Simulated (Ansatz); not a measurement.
Job for Ansatz (a program for electronic structure): R-PBE0/def2-TZVPP on TaN, 2S+1 = 1, a spin state set in the input, which need not be the lowest, a point of a bond scan (R = 1.672 Å). Elements past Kr take the def2 small-core potentials; no spin–orbit coupling.

Ansatz 0.2 input:
```yaml
crystal:
  periodic: [false, false, false]
  atoms:
    - {symbol: Ta, position_ang: [0.00000000, 0.00000000, 0.00000000]}
    - {symbol: N, position_ang: [0.00000000, 0.00000000, 1.67163400]}
basis:
  gaussian:
    orbitals: def2-TZVPP
    pivot_positions_ang: [[0.00000000, 0.00000000, 0.00000000], [0.00000000, 0.00000000, 1.67163400]]
hamiltonian:
  xc: {name: PBE0}
output: {forces: true, orbitals: {seedname: ./end}}
```

The head of its log:

```
WARN ansatz: RAYON_NUM_THREADS=2 ignored (pool sized by the plan → 2); use --threads N
Functional definition: PBE0
integrals: 0.02 GiB planned
563 factors; their error is unknown
mean field: 0.22 GiB planned
mean field evaluation 1: about -3017.5409 eV, gradient 9.6e1 eV
mean field evaluation 2: about -2816.0682 eV, gradient 2.5e2 eV
```

Problem. Give the final energy of this run.

Solution. -111.5922 hartree.
